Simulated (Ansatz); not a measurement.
Consider the formal exchange of groups at the Si–N bond: `C=C[SiH2]N[SiH3]` + `[SiH3]S` → `C=C[SiH2][SiH2]S` + `N[SiH3]`.

Computed with Ansatz on PBE0-D4/def2-TZVP structures; ΔE is electronic, products minus reactants. CCSD(T)/CBS is the MP2 limit (def2-TZVPP, def2-QZVPP) plus CCSD(T) − MP2 in def2-TZVPP, frozen cores. This one scheme is used for every species. DFT in def2-TZVPP. Each species was taken in one conformer, which may not be the lowest.

`C=C[SiH2]N[SiH3]`:

Z-matrix (Å, degrees):
```
Si
C 1 1.858
N 1 1.727 2 111.8
H 1 1.491 2 106.0 3 122.7
H 1 1.486 2 111.5 3 -118.2
C 2 1.331 1 122.3 3 -120.4
H 2 1.089 1 119.4 3 59.3
Si 3 1.725 1 129.5 2 -126.2
H 3 1.011 1 115.0 2 55.1
H 6 1.087 2 121.4 1 -0.1
H 6 1.087 2 122.5 1 -179.9
H 8 1.490 3 111.4 1 124.1
H 8 1.490 3 112.3 1 -115.9
H 8 1.483 3 107.6 1 4.2
```

`[SiH3]S`:

Cartesian coordinates in Å:
```
Si -0.311 0.426 -0.008
S 0.683 -1.265 0.840
H 0.656 1.420 -0.540
H -1.078 1.018 1.114
H -1.235 0.027 -1.100
H 1.285 -1.626 -0.306
```

`C=C[SiH2][SiH2]S`:

```xyz
13

C    -0.451   -1.977    0.892
C     0.026   -0.777    1.217
Si   -0.714    0.820    0.608
Si    0.636    1.574   -1.151
S     0.822   -0.045   -2.545
H    -1.344   -2.091    0.282
H     0.021   -2.896    1.227
H     0.924   -0.731    1.832
H    -0.777    1.826    1.704
H    -2.084    0.559    0.088
H     1.966    2.026   -0.652
H     0.029    2.692   -1.919
H     0.945   -0.979   -1.583
```

`N[SiH3]`:

Cartesian coordinates in Å:
```
N 0.908 0.533 0.171
Si -0.611 -0.230 -0.091
H 1.544 0.653 -0.601
H 1.414 0.355 1.023
H -1.248 0.414 -1.269
H -0.568 -1.700 -0.357
H -1.440 -0.025 1.125
```

CCSD(T)/CBS gives +58.1 kJ/mol.

Q: Another level gave +50.8 kJ/mol. Which?
A. PBE0-D4/def2-TZVPP
B. CCSD(T)/def2-TZVPP
C. r2SCAN/def2-TZVPP
D. MP2/def2-TZVPP

A: C. r2SCAN 50.8, CCSD(T)/def2-TZVPP 60.0, PBE0-D4 42.8, MP2/def2-TZVPP 64.0 kJ/mol.

Largest T1 diagnostic among the species: 0.012.

From PBE to PBE0 (25 % exact exchange), in def2-TZVPP and without D4, ΔE moves by +7.4 kJ/mol. The D4 term adds −4.1 kJ/mol with B3LYP and −2.6 kJ/mol with PBE0; it sums over pairs of atoms, weighted by their polarisabilities, and B3LYP, whose exchange is more repulsive, gets the larger term. In def2-TZVPP, CCSD(T) changes the Hartree–Fock value by −21.2 kJ/mol (the triples alone add −3.5 kJ/mol) and MP2 by −17.2 kJ/mol.

B3LYP here is the variant with VWN-RPA as its local correlation; programs differ in this.
